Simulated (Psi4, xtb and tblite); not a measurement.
Two geometries of Bi(OtBu)3, C12H27BiO3, SMILES CC(C)(C)[O][Bi]([O]C(C)(C)C)[O]C(C)(C)C, relaxed at GFN2-xTB with one dihedral held; other torsions can differ between them too.

Structure A

```
43

Bi     0.2616     0.4033     1.5741
O     -1.4661    -0.2305     0.5555
C     -2.5880     0.6061     0.3630
C     -2.4040     2.0009     0.9701
C     -2.8142     0.7463    -1.1495
C     -3.7988    -0.0843     1.0111
H     -3.2619     2.6258     0.7332
H     -1.5058     2.4615     0.5658
H     -2.3115     1.9353     2.0542
H     -1.9685     1.2649    -1.5918
H     -3.7241     1.3052    -1.3515
H     -2.8904    -0.2393    -1.6003
H     -3.6406    -0.1884     2.0825
H     -3.9231    -1.0759     0.5845
H     -4.7024     0.4940     0.8399
O      0.7262     1.9992     0.3022
C      1.6962     1.9295    -0.7225
C      1.2890     0.9115    -1.7893
C      1.7639     3.3375    -1.3317
C      3.0606     1.5440    -0.1386
H      2.0178     0.8946    -2.5958
H      0.3140     1.1663    -2.1969
H      1.2310    -0.0707    -1.3327
H      0.7887     3.6158    -1.7218
H      2.4927     3.3635    -2.1368
H      2.0462     4.0567    -0.5675
H      3.0059     0.5346     0.2615
H      3.3299     2.2310     0.6614
H      3.8267     1.5819    -0.9089
O      1.5110    -1.0888     0.7821
C      1.0589    -2.4241     0.6716
C      0.2036    -2.6022    -0.5877
C      2.3244    -3.2886     0.5797
C      0.2364    -2.8349     1.9000
H     -0.1761    -3.6194    -0.6431
H      0.7973    -2.3994    -1.4755
H     -0.6285    -1.9046    -0.5497
H      2.9372    -2.9450    -0.2488
H      2.0583    -4.3298     0.4213
H      2.9036    -3.1996     1.4951
H     -0.7054    -2.2900     1.9018
H      0.7856    -2.6108     2.8132
H      0.0245    -3.9008     1.8715
```

Structure B

```
43

Bi    -0.2297     0.4290     1.5958
O      1.6731    -0.3108     1.0846
C      2.5970     0.4038     0.2903
C      2.9449     1.7343     0.9718
C      2.0659     0.6672    -1.1191
C      3.8514    -0.4820     0.2200
H      3.7371     2.2449     0.4307
H      2.0607     2.3696     0.9886
H      3.2724     1.5540     1.9936
H      1.1827     1.2941    -1.0544
H      2.8241     1.1713    -1.7134
H      1.8020    -0.2693    -1.6035
H      4.2204    -0.6787     1.2230
H      3.6055    -1.4315    -0.2475
H      4.6274     0.0110    -0.3586
O     -0.4633     1.9558     0.1657
C     -1.6530     2.0694    -0.5895
C     -1.6840     1.0303    -1.7151
C     -1.6405     3.4878    -1.1774
C     -2.8875     1.8840     0.3021
H     -2.6002     1.1294    -2.2917
H     -0.8326     1.1670    -2.3769
H     -1.6389     0.0376    -1.2771
H     -0.7372     3.6307    -1.7637
H     -2.5082     3.6389    -1.8134
H     -1.6492     4.2216    -0.3758
H     -2.9322     0.8521     0.6437
H     -2.8310     2.5473     1.1636
H     -3.7927     2.1097    -0.2558
O     -1.4187    -1.0400     0.6579
C     -1.0075    -2.3895     0.6092
C      0.0479    -2.5911    -0.4826
C     -2.2691    -3.2023     0.2837
C     -0.4309    -2.8386     1.9584
H      0.3151    -3.6420    -0.5616
H     -0.3388    -2.2493    -1.4397
H      0.9304    -2.0121    -0.2280
H     -2.6956    -2.8522    -0.6521
H     -2.0255    -4.2572     0.1942
H     -3.0085    -3.0689     1.0690
H      0.4992    -2.3063     2.1490
H     -1.1375    -2.6246     2.7586
H     -0.2285    -3.9065     1.9450
```

Q: Which is lower in energy at the level B3LYP-D3(BJ)/def2-SVP, def2 effective core potentials past Kr // GFN2-xTB (Psi4), and by how much?

A: B is lower, by 0.34 kcal/mol (dihedral Bi1–O2–C3–C4: 0° in A, 60° in B).

E(B) − E(A) in kcal/mol at the other levels, on the same two geometries: GFN2-xTB (xtb and tblite) -1.56; B3LYP/def2-SVP, def2 effective core potentials past Kr // GFN2-xTB (Psi4) 0.36; PBE/def2-SVP, def2 effective core potentials past Kr // GFN2-xTB (Psi4) 0.06; PBE-D3(BJ)/def2-SVP, def2 effective core potentials past Kr // GFN2-xTB (Psi4) -0.34.
